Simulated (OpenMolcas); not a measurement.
## Ni2+, Pd2+, Pt2+: d8 down the group

```
Program             : OpenMolcas
Method              : CASSCF
Basis               : ANO-RCC-VQZP
Scalar Hamiltonian  : DKH2, point nucleus
Spin-orbit coupling : state interaction with AMFI integrals over the reference wave functions, term energies averaged over their components
```

Active space for each ion: 8 electrons in 6 orbitals (d s).

Computed levels in cm-1 above 3F4:

| Level | Ni2+ | Pd2+ | Pt2+ |
| --- | --- | --- | --- |
| 3F3 | 1457 | 3286 | 10266 |
| 3P1 | 22304 | 17488 | 19901 |
| 3P0 | 22595 | 17834 | 18850 |
| 1G4 | 28111 | 22018 | 25447 |
| 1S0 | 67751 | 51853 | 57680 |
| weight of 3F in the lowest level (%) | 100 | 99 | 97 |

Mixed levels, with the weight of the term that names them: Pt2+ 1G4 (65 %), Pt2+ 1S0 (55 %).

Measured, with the error of the calculation in %. Measured levels: Ni2+ from Corliss and Sugar, J. Phys. Chem. Ref. Data 10, 197 (1981); Pd2+ from Moore, Atomic Energy Levels, vol. III, NSRDS-NBS 35 (1971 reprint of NBS Circular 467, 1958); Pt2+ from NIST levels as listed in McCann et al., Mon. Not. R. Astron. Soc. 538, 537 (2025).

| Level | Ni2+ | Pd2+ | Pt2+ |
| --- | --- | --- | --- |
| 3F3 | 1361 (+7.1) | 3230 (+1.8) | 9752 (+5.3) |
| 3P1 | 16978 (+31.4) | 13470 (+29.8) | 16782 (+18.6) |
| 3P0 | 17231 (+31.1) | 13699 (+30.2) | 14939 (+26.2) |
| 1G4 | 23109 (+21.6) | 17880 (+23.1) | 21331 (+19.3) |
| 1S0 | 52532 (+29.0) |  |  |

The fine-structure level 3F3 changes by a factor of 7.05 from Ni2+ to Pt2+.

Without spin-orbit coupling 3P lies 20847, 14204, 10069 cm-1 above 3F in that order; the difference to the level 3P1, of either sign, comes from spin-orbit coupling, which also lowers the zero.

Without dynamic correlation excited terms often stand tens of per cent too high (terms of higher spin than the ground term too low), and those without a measured partner can miss by more than the paired ones. Terms from blocks run as CI alone lack orbitals of their own. Computed and measured levels are paired by configuration, term and J; levels that our copy of the source lacks, or whose pairing is in doubt (as where it misses far off the trend of its configuration), stay unpaired and out of the deviations. Levels of configurations outside the active space are missing.
